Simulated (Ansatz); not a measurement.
Reaction (ligand exchange at the Al–C bond): `F/C=[C](\F)[AlH2]` + `C/N=C/[SeH]` → `C/N=C\[Se][AlH2]` + `F/C=C/F`

Gas-phase electronic energies from Ansatz, PBE0-D4/def2-TZVP geometries. CBS: MP2 limit from def2 TZ/QZ plus the TZ coupled-cluster correction, frozen cores. Double bonds are as drawn, so ΔE can hold a change between cis and trans. DFT in def2-TZVPP. B3LYP here is the variant with VWN-RPA as its local correlation; programs differ in this. For Se outer-core shells are correlated without core-valence functions, which leaves a few kJ/mol of doubt a bond. Scalar relativity is left out up to krypton. Each species was taken in one conformer, which may not be the lowest.

| level | ΔE (kJ/mol) | difference from CCSD(T)/CBS |
| --- | --- | --- |
| PBE-D4 | -98.1 | 3.7 |
| r2SCAN-D4 | -98.1 | 3.7 |
| PBE0-D4 | -100.7 | 1.1 |
| B3LYP-D4 | -96.1 | 5.7 |
| ωB97X-V | -92.6 | 9.2 |
| ωB97M-V | -94.5 | 7.3 |
| B2PLYP | -94.4 | 7.4 |
| PBE | -94.1 | 7.7 |
| r2SCAN | -97.2 | 4.6 |
| PBE0 | -97.1 | 4.7 |
| B3LYP | -89.7 | 12.1 |
| HF/def2-TZVPP | -92.3 | 9.5 |
| MP2/def2-TZVPP | -101.9 | -0.1 |
| SCS-MP2/def2-TZVPP | -97.3 | 4.5 |
| CCSD/def2-TZVPP | -96.7 | 5.1 |
| CCSD(T)/def2-TZVPP | -98.7 | 3.1 |
| HF/def2-QZVPP | -90.2 | 11.6 |
| MP2/def2-QZVPP | -102.9 | -1.1 |
| SCS-MP2/def2-QZVPP | -98.2 | 3.6 |
| HF/CBS(def2) | -89.9 | 11.9 |
| MP2/CBS(def2) | -105.0 | -3.2 |
| CCSD/CBS(def2) | -99.7 | 2.1 |
| CCSD(T)/CBS | -101.8 | 0 |

Largest T1 diagnostic among the species: 0.013.

The D4 term adds −6.4 kJ/mol with B3LYP and −3.6 kJ/mol with PBE0; it sums over pairs of atoms, weighted by their polarisabilities, and B3LYP, whose exchange is more repulsive, gets the larger term. In def2-TZVPP, CCSD(T) changes the Hartree–Fock value by −6.4 kJ/mol (the triples alone add −2.1 kJ/mol) and MP2 by −9.6 kJ/mol.
